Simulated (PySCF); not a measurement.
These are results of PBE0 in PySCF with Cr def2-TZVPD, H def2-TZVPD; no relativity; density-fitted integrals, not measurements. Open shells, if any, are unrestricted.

Question: What spin state, shape and geometry does isolated [CrH4]- take (every ligand bound to Cr)?

Answer: Formally Cr is in oxidation state +3, d3, with 3 unpaired electrons (the high-spin count). The Mulliken spin on Cr is 3.76. The polar-tensor charge on Cr, 0.79, is far below the formal one. The lowest minimum found is a quartet of C2v symmetry with Cr–H 1.640 Å (×2), Cr–H 1.749 Å (×2); H–Cr–H 98.7° (×4), H–Cr–H 104.6°, H–Cr–H 151.4°. Its harmonic wavenumbers are 256 (a2), 266 (b1), 451 (a1), 533 (b2), 552 (a1), 1310 (b1), 1460 (a1), 1610 (b2), 1652 (a1) cm⁻¹ and its dipole moment is 1.72 D about the centre of mass.

Only a few start shapes were tried, so a lower isomer may exist. Open d and f shells are described by one determinant, and the ground state may have another occupation or spin. The lowest empty level of this anion is unbound, so it and the gap depend on the basis.
